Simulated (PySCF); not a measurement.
**Low-lying terms of As³⁺ (arsenic, charge +3)**

Ground state [Ar] 3d10 4s2, ¹S. Calculation: PySCF 2.14, in def2-TZVP; no relativity, point nucleus. Vertical excitation energies in eV without spin-orbit coupling; excited terms of each kind are numbered among those the solver found. Frozen: [Ar].

```csv
term,leading excitation,EOM-EE-CCSD
1 3P°,4s → p,8.847
1 1P°,4s → p,13.429
1 3D,4s → d,25.174
1 3S,4s → s,27.463
1 1D,4s → d,27.894
1 1S,4s → s,28.618
2 3P°,4s → p,30.625
2 1P°,4s → p,30.984
2 3D,4s → d,45.241
1 3F°,3d → p,46.209
2 1D,4s → d,46.762
1 1F°,3d → p,46.768
2 3F°,4s → f,46.995
2 1F°,4s → f,48.415
```

Doubly excited terms such as np² are absent. The solver can miss terms.
